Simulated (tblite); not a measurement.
A geometry optimisation, step by step.

Compound: C5H2FO3S (doublet state).
Numbering: `[O:1]=[CH:2][O:3][C:4]1=[C:5][S:6][C@H:7]([F:8])[C:9]1=[O:10]` (hydrogens: H11 on C2; H12 on C7)
Bond orders are those of one Lewis drawing.

Computed with GFN2-xTB (tblite), gas phase: L-BFGS steps from a force-field or distance-geometry start until the largest atomic force falls under 0.01 eV/Å. 11 of its 92 geometries are shown.

Step 0: E = -863.0406 eV, largest atomic force 7.162 eV/Å
```
atom  x, y, z in Å  |  force x, y, z in eV/Å
O1      2.621   -0.134    1.343    0.304  -0.071  -3.889
C2      2.672   -0.171    0.084   -1.837   0.386   5.378
O3      1.553    0.029   -0.643    0.064  -0.449  -0.404
C4      0.287    0.308   -0.039    3.582  -0.955  -1.580
C5      0.120    1.329    0.741   -2.580   1.719   2.162
S6     -1.564    1.337    1.314    1.131   1.497   0.446
C7     -2.129    0.101    0.083   -0.534  -0.272   1.902
F8     -2.990   -0.757    0.769    0.593   0.884  -1.189
C9     -0.834   -0.542   -0.218    0.139  -6.612  -2.750
O10    -0.768   -1.754   -0.618   -0.143   4.088   1.206
H11     3.641   -0.382   -0.350   -0.377   0.073  -1.022
H12    -2.608    0.637   -0.727   -0.342  -0.287  -0.261
```

Step 9: E = -864.2131 eV, largest atomic force 0.205 eV/Å
```
atom  x, y, z in Å  |  force x, y, z in eV/Å
O1      2.614   -0.115    1.373    0.025   0.043  -0.049
C2      2.618   -0.166    0.186   -0.035  -0.013  -0.082
O3      1.563    0.008   -0.626    0.018  -0.115  -0.022
C4      0.345    0.298   -0.061    0.060   0.029   0.120
C5      0.055    1.302    0.767   -0.053   0.081   0.026
S6     -1.523    1.448    1.319   -0.036   0.116   0.095
C7     -2.078    0.100    0.156   -0.060  -0.048  -0.008
F8     -2.983   -0.716    0.718   -0.055  -0.028   0.135
C9     -0.795   -0.631   -0.257    0.151  -0.127  -0.055
O10    -0.747   -1.750   -0.682   -0.025   0.049  -0.134
H11     3.497   -0.363   -0.455   -0.091   0.004   0.079
H12    -2.565    0.584   -0.699    0.102   0.008  -0.106
```

Step 18: E = -864.2320 eV, largest atomic force 0.085 eV/Å
```
atom  x, y, z in Å  |  force x, y, z in eV/Å
O1      2.622   -0.084    1.367    0.060   0.034   0.050
C2      2.612   -0.168    0.183    0.007   0.005  -0.024
O3      1.545   -0.018   -0.613    0.029  -0.008  -0.009
C4      0.343    0.287   -0.025    0.023  -0.008  -0.021
C5      0.046    1.317    0.770    0.031   0.012   0.026
S6     -1.534    1.464    1.314   -0.009   0.046   0.033
C7     -2.072    0.090    0.174   -0.028  -0.052  -0.034
F8     -2.991   -0.701    0.748   -0.033  -0.024   0.028
C9     -0.788   -0.641   -0.248    0.024   0.025  -0.018
O10    -0.742   -1.723   -0.759   -0.038  -0.017  -0.031
H11     3.482   -0.378   -0.459   -0.021  -0.023   0.015
H12    -2.521    0.555   -0.714   -0.045   0.010  -0.015
```

Step 27: E = -864.2423 eV, largest atomic force 0.141 eV/Å
```
atom  x, y, z in Å  |  force x, y, z in eV/Å
O1      2.712    0.028    1.375   -0.063   0.030  -0.028
C2      2.642   -0.160    0.203   -0.015   0.037  -0.019
O3      1.552   -0.058   -0.568    0.036  -0.127  -0.049
C4      0.341    0.265   -0.006    0.099  -0.035   0.007
C5      0.046    1.291    0.794    0.034  -0.010   0.027
S6     -1.540    1.476    1.300   -0.057  -0.020  -0.026
C7     -2.090    0.092    0.166    0.008  -0.039  -0.015
F8     -2.973   -0.709    0.784   -0.008  -0.026  -0.008
C9     -0.808   -0.629   -0.290    0.067   0.067   0.027
O10    -0.776   -1.684   -0.858   -0.036   0.068   0.026
H11     3.482   -0.449   -0.452   -0.059   0.021   0.028
H12    -2.585    0.536   -0.709   -0.006   0.035   0.030
```

Step 36: E = -864.2596 eV, largest atomic force 0.129 eV/Å
```
atom  x, y, z in Å  |  force x, y, z in eV/Å
O1      2.759    0.246    1.340    0.027   0.048   0.013
C2      2.662   -0.149    0.222   -0.012   0.046  -0.021
O3      1.544   -0.209   -0.503    0.011   0.011  -0.054
C4      0.353    0.209    0.032    0.005  -0.047  -0.030
C5      0.074    1.225    0.850    0.027  -0.045  -0.035
S6     -1.528    1.498    1.271   -0.002  -0.081   0.029
C7     -2.104    0.102    0.154    0.024   0.083   0.052
F8     -2.914   -0.750    0.808   -0.021   0.059   0.039
C9     -0.830   -0.588   -0.349   -0.009  -0.094  -0.088
O10    -0.825   -1.598   -0.995   -0.029  -0.013  -0.018
H11     3.483   -0.525   -0.413   -0.041   0.018   0.109
H12    -2.673    0.539   -0.677    0.019   0.015   0.005
```

Step 46: E = -864.3004 eV, largest atomic force 0.623 eV/Å
```
atom  x, y, z in Å  |  force x, y, z in eV/Å
O1      2.763    0.520    1.254   -0.289  -0.155  -0.530
C2      2.662   -0.107    0.238    0.018   0.116   0.435
O3      1.544   -0.378   -0.437    0.153   0.131   0.202
C4      0.356    0.111    0.039   -0.020  -0.009  -0.078
C5      0.130    1.107    0.898   -0.060  -0.059  -0.025
S6     -1.470    1.486    1.272    0.094  -0.066   0.012
C7     -2.106    0.130    0.155    0.006  -0.176  -0.104
F8     -2.856   -0.763    0.838    0.020   0.084   0.072
C9     -0.864   -0.562   -0.444    0.063   0.026   0.094
O10    -0.903   -1.519   -1.164   -0.115   0.016  -0.060
H11     3.497   -0.585   -0.291    0.051  -0.002  -0.047
H12    -2.752    0.560   -0.622    0.080   0.092   0.029
```

Step 55: E = -864.3962 eV, largest atomic force 0.160 eV/Å
```
atom  x, y, z in Å  |  force x, y, z in eV/Å
O1      2.505    0.775    1.122    0.059  -0.097  -0.113
C2      2.599   -0.045    0.247   -0.030   0.038   0.040
O3      1.583   -0.517   -0.450   -0.018  -0.003   0.108
C4      0.366   -0.023   -0.033   -0.031  -0.029  -0.008
C5      0.248    0.940    0.895   -0.054  -0.005  -0.046
S6     -1.312    1.386    1.352    0.063   0.027   0.014
C7     -2.058    0.143    0.182    0.037  -0.116  -0.053
F8     -2.848   -0.717    0.862   -0.015   0.014  -0.043
C9     -0.888   -0.601   -0.511    0.011  -0.002   0.014
O10    -1.040   -1.499   -1.296   -0.036   0.094   0.039
H11     3.533   -0.518   -0.086    0.006   0.074   0.020
H12    -2.685    0.675   -0.546    0.009   0.005   0.028
```

Step 64: E = -864.4017 eV, largest atomic force 0.063 eV/Å
```
atom  x, y, z in Å  |  force x, y, z in eV/Å
O1      2.511    0.803    1.097   -0.015  -0.009  -0.040
C2      2.602   -0.043    0.248   -0.004   0.011   0.029
O3      1.584   -0.560   -0.412   -0.013   0.024   0.026
C4      0.365   -0.056   -0.012   -0.013   0.010   0.028
C5      0.248    0.929    0.893   -0.029  -0.033   0.023
S6     -1.306    1.387    1.352    0.042  -0.012  -0.016
C7     -2.059    0.141    0.185    0.006  -0.046  -0.042
F8     -2.853   -0.723    0.854    0.002   0.036  -0.003
C9     -0.893   -0.603   -0.513    0.004   0.058  -0.001
O10    -1.060   -1.465   -1.333   -0.004  -0.014   0.007
H11     3.545   -0.496   -0.084    0.005  -0.005  -0.026
H12    -2.684    0.685   -0.535    0.018  -0.019   0.013
```

Step 73: E = -864.4034 eV, largest atomic force 0.026 eV/Å
```
atom  x, y, z in Å  |  force x, y, z in eV/Å
O1      2.517    0.821    1.075    0.008   0.018   0.011
C2      2.604   -0.042    0.243    0.004   0.003   0.000
O3      1.580   -0.584   -0.384   -0.004   0.006  -0.011
C4      0.363   -0.076    0.015   -0.003  -0.007   0.012
C5      0.246    0.904    0.925   -0.007  -0.003  -0.002
S6     -1.309    1.391    1.348    0.011  -0.011   0.001
C7     -2.060    0.146    0.176    0.002  -0.002  -0.006
F8     -2.851   -0.716    0.852   -0.006   0.007  -0.009
C9     -0.892   -0.597   -0.516   -0.007  -0.018  -0.007
O10    -1.055   -1.445   -1.351   -0.004   0.015   0.021
H11     3.546   -0.488   -0.101   -0.004  -0.006  -0.008
H12    -2.688    0.685   -0.543    0.010  -0.001  -0.003
```

Step 82: E = -864.4046 eV, largest atomic force 0.062 eV/Å
```
atom  x, y, z in Å  |  force x, y, z in eV/Å
O1      2.522    0.842    1.054    0.012   0.018   0.002
C2      2.606   -0.026    0.227    0.003  -0.015   0.031
O3      1.580   -0.586   -0.380   -0.012  -0.029   0.012
C4      0.363   -0.096    0.040   -0.002   0.046  -0.042
C5      0.246    0.883    0.951   -0.033  -0.026  -0.010
S6     -1.310    1.370    1.373    0.013  -0.025  -0.004
C7     -2.058    0.150    0.172   -0.022  -0.014  -0.014
F8     -2.891   -0.699    0.813    0.000   0.031   0.007
C9     -0.892   -0.613   -0.498   -0.016   0.008   0.034
O10    -1.060   -1.466   -1.327    0.031  -0.013  -0.013
H11     3.546   -0.471   -0.123    0.014   0.011  -0.021
H12    -2.650    0.708   -0.564    0.012   0.009   0.019
```

Step 91: E = -864.4064 eV, largest atomic force 0.009 eV/Å
```
atom  x, y, z in Å  |  force x, y, z in eV/Å
O1      2.531    0.863    1.032   -0.002  -0.001  -0.003
C2      2.609   -0.009    0.210    0.001   0.003   0.003
O3      1.578   -0.588   -0.374   -0.001   0.000   0.004
C4      0.361   -0.108    0.057   -0.001   0.004  -0.001
C5      0.240    0.857    0.981   -0.004   0.000  -0.003
S6     -1.316    1.331    1.412    0.007  -0.005   0.002
C7     -2.059    0.152    0.167    0.002   0.002  -0.003
F8     -2.957   -0.662    0.758    0.000   0.000   0.000
C9     -0.894   -0.638   -0.471    0.001   0.001   0.004
O10    -1.053   -1.509   -1.283    0.002   0.000  -0.001
H11     3.548   -0.439   -0.163   -0.002  -0.002  -0.002
H12    -2.589    0.749   -0.586   -0.003   0.000  -0.001
```

**Question.** Summarise the path.

**Answer.** The energy falls by 31.50 kcal/mol from step 0 to step 91; nine tenths of that is first reached at step 40. It rises by more than 0.2 meV at steps 35, 38, 41 and 44. The largest force goes from 7.162 to 0.009 eV/Å. Among the bonds C5–S6 changes most, from 1.779 to 1.683 Å; the atoms move by 0.491 Å rms after alignment.

**Question.** Follow the three bonds and two angles with the largest change from start to end.

**Answer.** 
```csv
step,E above end (kcal/mol),largest force (eV/Å),C5–S6 (Å),C9=O10 (Å),C7–C9 (Å),O3–C2–H11 (°),C4–C5–S6 (°)
0,31.50,7.162,1.779,1.278,1.477,123.7,108.6
4,6.38,0.679,1.671,1.188,1.553,112.7,119.1
8,4.73,0.338,1.684,1.197,1.540,108.1,119.4
12,4.21,0.138,1.677,1.197,1.539,106.7,117.9
16,4.05,0.055,1.678,1.198,1.535,107.8,118.2
20,3.98,0.084,1.679,1.197,1.538,107.5,118.0
24,3.91,0.124,1.677,1.198,1.537,107.6,118.3
28,3.74,0.119,1.676,1.198,1.541,107.0,118.4
32,3.59,0.143,1.680,1.198,1.536,106.6,118.7
36,3.39,0.129,1.679,1.199,1.534,107.1,118.5
40,3.11,0.159,1.683,1.198,1.539,107.3,118.3
44,3.10,2.224,1.691,1.200,1.547,107.0,117.9
47,2.11,1.919,1.687,1.202,1.546,108.1,117.8
51,0.40,0.186,1.681,1.201,1.543,110.3,117.4
55,0.23,0.160,1.686,1.201,1.550,109.9,117.3
59,0.14,0.088,1.681,1.202,1.543,110.2,117.6
63,0.12,0.062,1.684,1.201,1.548,110.5,117.6
67,0.09,0.036,1.682,1.201,1.548,110.3,117.6
71,0.07,0.030,1.683,1.201,1.548,110.5,117.5
75,0.07,0.022,1.683,1.201,1.547,110.4,117.6
79,0.06,0.055,1.683,1.200,1.547,110.3,117.5
83,0.03,0.053,1.683,1.201,1.546,110.3,117.5
87,0.00,0.033,1.681,1.201,1.545,110.2,117.7
91,0.00,0.009,1.683,1.201,1.545,110.3,117.6
```

What follows is the cost of the whole relaxation. The run took 0.65 s of wall time on an Arm Neoverse V1 with one thread (shared host).
